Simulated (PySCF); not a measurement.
# Correlation energy of I⁴²⁺ (iodine, charge +42)

[Ne] 3s1, 2S determinant. Computed with PySCF 2.14 in an even-tempered Gaussian basis (18 s from 8 bohr⁻², ratio 2.5; 12 p from 10 bohr⁻², ratio 2.5; 4 d from 38 bohr⁻², ratio 2.7; 4 f from 58 bohr⁻², ratio 2.7), with scalar relativity by spin-free X2C-1e. Frozen: 1s2; 9 electrons correlated; the 22 highest virtual orbitals of each spin left out.

| level | correlation energy (mhartree) |
| --- | --- |
| CCSD | -335.42 |
| (T) | -0.10 |
| CCSD(T) | -335.52 |

Diagnostics: T1 = 7.5e-05, D1 = 0.0003, largest double amplitude 0.002.

Is a single reference adequate?

Yes, within this model without spin-orbit coupling: T1 lies below 0.03 and no double amplitude reaches 0.07.

At this charge the one-electron X2C treatment keeps the bare 1/r₁₂, with no two-electron picture change or Breit term. The effect here is smaller than on the frozen 1s shell; and a scalar Hamiltonian misses the large spin-orbit splitting of the p shells, which matters for ns² → np² pairs.
